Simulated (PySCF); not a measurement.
Ru(OH)3 (H₃O₃Ru), SMILES [OH][Ru]([OH])[OH] (connectivity only; charge and spin as stated), neutral, multiplicity 4.

Geometry: PBE0-D3(BJ)/def2-SVP. The multiplicity is an assumed one; other spin states were not compared. The def2 effective core potentials stand for the cores of Ru; spin–orbit coupling is left out. One conformer was computed; it need not be the lowest.

The numbers are results of PBE/def2-TZVPD (PySCF), not measurements.

Gas-phase values at a fixed geometry.

Estimate the frontier levels, dipole moment and polarisability. (An estimate is asked for; the answer gives what the named calculation found.)


```json
{
 "α spin, highest occupied and lowest empty level": "-5.05 and -3.24 eV",
 "β spin, highest occupied and lowest empty level": "-5.13 and -4.37 eV",
 "dipole_moment": "1.40 D",
 "quadrupole, principal values (traceless, Buckingham form, about the centre of nuclear charge)": "-5.72, 2.41, 3.32 D·Å",
 "mean_static_polarisability": "59.2 bohr³ (8.77 Å³)",
 "polarisability_principal_values": "42.6, 56.3, 78.7 bohr³",
 "⟨S²⟩": "3.757 (pure state 3.75)"
}
```
